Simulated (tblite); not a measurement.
Compound: C₂H₆Br₂SSi₂.
Bonds: Br1–Si2, Si2–Br3, Si2–C4, C4–C5, C5–Si6, Si6–S7, Si2–S7. Hydrogens: H8, H9 on C4; H10, H11 on C5; H12, H13 on Si6.

Computed with GFN2-xTB (tblite), gas phase: L-BFGS steps from a force-field or distance-geometry start until the largest atomic force falls under 0.01 eV/Å.

Step 25: E = -608.0631 eV
```
atom  x, y, z in Å  |  force x, y, z in eV/Å
Br1     2.4175    0.4328    1.9573    0.040  -0.016   0.004
Si2     1.5393    0.5949   -0.0786   -0.012   0.039   0.039
Br3     3.2170    0.9202   -1.4907   -0.038  -0.024  -0.004
C4      0.5113   -0.9589   -0.4285    0.016   0.001  -0.017
C5     -0.7996   -0.8352    0.3463   -0.013   0.002  -0.019
Si6    -1.5974    0.8727    0.0570   -0.059  -0.004   0.000
S7      0.1046    2.1872   -0.1506    0.041  -0.004  -0.015
H8      1.0380   -1.8755   -0.1617    0.033   0.001   0.034
H9      0.2964   -1.0175   -1.4970    0.033   0.003  -0.034
H10    -1.4817   -1.6301    0.0443   -0.033  -0.013   0.022
H11    -0.6058   -0.9803    1.4130   -0.003   0.015  -0.011
H12    -2.2935    0.9181   -1.2209   -0.005   0.017  -0.016
H13    -2.3505    1.3721    1.1923   -0.001  -0.018   0.016
```

Step 26: E = -608.0637 eV
```
atom  x, y, z in Å  |  force x, y, z in eV/Å
Br1     2.4234    0.4357    1.9563    0.038  -0.017   0.000
Si2     1.5396    0.5951   -0.0779   -0.016   0.036   0.056
Br3     3.2116    0.9210   -1.4940   -0.018  -0.022  -0.018
C4      0.5127   -0.9594   -0.4267    0.004   0.013  -0.015
C5     -0.8000   -0.8360    0.3440   -0.043   0.017  -0.005
Si6    -1.5978    0.8723    0.0583   -0.032   0.014  -0.032
S7      0.1062    2.1871   -0.1485    0.012  -0.009  -0.011
H8      1.0381   -1.8745   -0.1567    0.053  -0.027   0.040
H9      0.3009   -1.0204   -1.4953    0.029   0.004  -0.046
H10    -1.4842   -1.6279    0.0399   -0.030  -0.029   0.005
H11    -0.6122   -0.9840    1.4109    0.016   0.016   0.004
H12    -2.2922    0.9194   -1.2209   -0.003   0.019  -0.008
H13    -2.3504    1.3720    1.1928   -0.009  -0.014   0.029
```

Step 27: E = -608.0644 eV
```
atom  x, y, z in Å  |  force x, y, z in eV/Å
Br1     2.4323    0.4393    1.9549    0.035  -0.019   0.000
Si2     1.5398    0.5959   -0.0758   -0.016   0.015   0.062
Br3     3.2038    0.9217   -1.4991    0.002  -0.021  -0.030
C4      0.5146   -0.9601   -0.4243   -0.014   0.018  -0.007
C5     -0.8014   -0.8367    0.3407   -0.062   0.024   0.008
Si6    -1.5989    0.8722    0.0596    0.007   0.031  -0.059
S7      0.1086    2.1870   -0.1456   -0.033  -0.007  -0.004
H8      1.0392   -1.8736   -0.1490    0.061  -0.038   0.039
H9      0.3077   -1.0242   -1.4937    0.028   0.005  -0.043
H10    -1.4882   -1.6251    0.0338   -0.019  -0.040  -0.013
H11    -0.6208   -0.9888    1.4080    0.034   0.018   0.012
H12    -2.2906    0.9215   -1.2212   -0.005   0.022  -0.005
H13    -2.3505    1.3714    1.1939   -0.017  -0.010   0.040
```

Step 28: E = -608.0653 eV
```
atom  x, y, z in Å  |  force x, y, z in eV/Å
Br1     2.4444    0.4434    1.9531    0.034  -0.020   0.004
Si2     1.5398    0.5973   -0.0719   -0.010  -0.019   0.049
Br3     3.1936    0.9220   -1.5064    0.016  -0.020  -0.035
C4      0.5170   -0.9611   -0.4212   -0.032   0.012   0.008
C5     -0.8042   -0.8372    0.3365   -0.061   0.017   0.016
Si6    -1.6002    0.8730    0.0602    0.041   0.042  -0.067
S7      0.1110    2.1869   -0.1420   -0.080   0.005   0.004
H8      1.0414   -1.8731   -0.1385    0.049  -0.023   0.028
H9      0.3174   -1.0289   -1.4923    0.028   0.006  -0.022
H10    -1.4936   -1.6221    0.0258   -0.002  -0.043  -0.030
H11    -0.6312   -0.9942    1.4044    0.047   0.024   0.013
H12    -2.2890    0.9245   -1.2215   -0.012   0.028  -0.009
H13    -2.3509    1.3700    1.1960   -0.018  -0.008   0.039
```

Task: Estimate the geometry and energy of step 29. (The exact step hangs on the optimiser's Hessian estimate; all steps are aligned on step 28, rigid shifts and turns removed.)

Result: E = -608.0662 eV, largest force 0.104 eV/Å
```
atom  x, y, z in Å  |  force x, y, z in eV/Å
Br1     2.4579    0.4470    1.9514    0.032  -0.020   0.011
Si2     1.5396    0.5985   -0.0666   -0.002  -0.047   0.018
Br3     3.1826    0.9215   -1.5146    0.019  -0.020  -0.029
C4      0.5192   -0.9622   -0.4177   -0.040  -0.003   0.023
C5     -0.8080   -0.8373    0.3320   -0.038   0.000   0.015
Si6    -1.6013    0.8749    0.0598    0.050   0.040  -0.049
S7      0.1122    2.1869   -0.1382   -0.101   0.020   0.013
H8      1.0447   -1.8728   -0.1271    0.019   0.010   0.012
H9      0.3288   -1.0336   -1.4912    0.024   0.005   0.013
H10    -1.4993   -1.6195    0.0173    0.018  -0.038  -0.041
H11    -0.6413   -0.9987    1.4004    0.052   0.028   0.009
H12    -2.2878    0.9281   -1.2222   -0.021   0.035  -0.019
H13    -2.3516    1.3678    1.1989   -0.010  -0.010   0.022
```

The energy changes by -0.0009 eV. The first-order estimate −F·Δx gives -0.0013 eV and the mean of the old and new forces, exact on a quadratic surface, -0.0010 eV. The step makes an angle of 78° with the force vector and moves no atom by more than 0.014 Å.

What follows is the cost of the whole relaxation. The run took 1.4 s wall on Arm Neoverse N1, one thread, no GPU, shared host.
